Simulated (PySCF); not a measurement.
## Relaxation of quintet ReCl3

Method: PySCF, UPBE, basis Re def2-SVP with ECP60, Cl def2-SVP (scalar-relativistic core potentials, no spin–orbit coupling, density fitting). A (50,194) grid was used.

A hand-made T-shaped start, of C2v symmetry, held to at least that symmetry:

```xyz
4
charge 0 multiplicity 5, angstrom
Re    0.0000    0.0000   -0.2948
Cl    0.0000    0.0000    2.0052
Cl    2.2986    0.0000   -0.2145
Cl   -2.2986    0.0000   -0.2145
```

Task: What does it relax to?

Result: It ends at C2v with Re–Cl 2.255 Å, Re–Cl 2.305 Å (×2); Cl–Re–Cl 105.8° (×2), Cl–Re–Cl 148.4° (after a last refinement on a finer grid). A frequency run shows 1 imaginary mode, down to 78i cm⁻¹, so it is a saddle point. Other isomers or separated fragments may lie lower.

Task: How much energy is released, and in how many steps?

Result: 44.2 kJ/mol in 7 steps.

Open d and f shells are described by one determinant, and the ground state may have another occupation or spin. With an element this heavy the missing spin–orbit coupling can shift these numbers.
